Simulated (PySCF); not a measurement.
TDDFT excited states: [C4H3ClF3O]+

Species: C4H3ClF3O (charge +1).
Z-matrix (Å and degrees, GFN2-xTB geometry), rows numbered from 1:
```
O 
C   1  1.1166
C   2  1.4117  1  173.90
Cl  3  1.8613  2   91.71  1   -41.55
C   3  1.5269  2  118.55  1  -160.88
C   5  1.5385  3  111.54  2    42.95
F   6  1.3550  5  108.75  3   -42.68
F   6  1.3262  5  112.30  3    75.06
F   6  1.3158  5  111.63  3  -162.02
H   3  1.1007  2  111.52  1    68.96
H   5  1.0954  3  110.04  2   -76.66
H   5  1.0937  3  109.96  2   163.95
```

Method used: TDDFT PBE0/def2-SVPD, vertical, gas phase, core orbitals frozen in the response in PySCF.

| state | E (eV) | E (hartree) | f | main configurations (H = HOMO, L = LUMO) |
| --- | --- | --- | --- | --- |
| S1 | 4.78 | 0.1756 | 0.0000 | H→L (98%) |
| S2 | 5.15 | 0.1893 | 0.020 | H-1→L (96%) |
| S3 | 5.44 | 0.1999 | 0.0049 | H→L+1 (99%) |
| S4 | 5.58 | 0.2052 | 0.0011 | H-1→L+1 (99%) |
| S5 | 6.33 | 0.2325 | 0.0043 | H-2→L (98%) |
| S6 | 6.66 | 0.2448 | 0.0078 | H-2→L+1 (97%) |

Triplets (Tamm–Dancoff): T1 4.19 eV, H→L (94%); T2 4.34 eV, H-1→L (96%).

The lowest singlet lies at 4.78 eV (259 nm, ultraviolet) and is dark (f under 0.0005); its leading configuration is HOMO→LUMO (98%). The most intense listed level is S2 at 5.15 eV (241 nm, f = 0.020), 0.37 eV above S1. Löwdin shares by element: HOMO chlorine 78%, carbon 8% or more, fluorine 4% or more; LUMO carbon 45% or more, chlorine 29%, oxygen 22%. Weighted by f, the mean energy of these states is 5.64 eV. The listed states span 1.88 eV, and the widest gap between neighbours is 0.74 eV (S4 to S5). Of the 6 states listed, 1 reaches f = 0.01 and 1 stays under 0.0005. No computed singlet lies in the visible range (380 to 750 nm); the lowest, at 259 nm, stands 1.52 eV above its violet end (3.26 eV). Singlets were solved by full linear response, triplets in the Tamm–Dancoff approximation.

One conformer stands for the species.
